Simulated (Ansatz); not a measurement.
A calculation with Ansatz (development build ahead of 0.2.0).

```yaml
crystal:
  periodic: [false, false, false]
  atoms:
    - { symbol: H, position_ang: [1.4, 0.0, 0.0] }
    - { symbol: H, position_ang: [0.7, 1.21244, 0.0] }
    - { symbol: H, position_ang: [-0.7, 1.21244, 0.0] }
    - { symbol: H, position_ang: [-1.4, 0.0, 0.0] }
    - { symbol: H, position_ang: [-0.7, -1.21244, 0.0] }
    - { symbol: H, position_ang: [0.7, -1.21244, 0.0] }
basis:
  gaussian: { orbitals: aug-cc-pVDZ }
hamiltonian:
  xc: hf
correlation:
  method: mp2
  frozen_orbitals: { H: 0 }
output:
  forces: true
```

The input is written out in the form of the current development build from the run's settings.

Results

```
Converged          : yes
Reference energy   : -3.10605 hartree
Correlation energy : -0.12127 hartree
Total energy       : -3.22732 hartree
```

Forces (eV/Å):
| atom | Fx | Fy | Fz |
| --- | --- | --- | --- |
| H1 | -2.200 | 0.000 | 0.000 |
| H2 | -1.100 | -1.905 | 0.000 |
| H3 | 1.100 | -1.905 | 0.000 |
| H4 | 2.200 | 0.000 | 0.000 |
| H5 | 1.100 | 1.905 | 0.000 |
| H6 | -1.100 | 1.905 | 0.000 |

Caution: bonds are stretched, where a single reference can fail; stretched shape with no unrestricted run beside it, a lower state can exist.
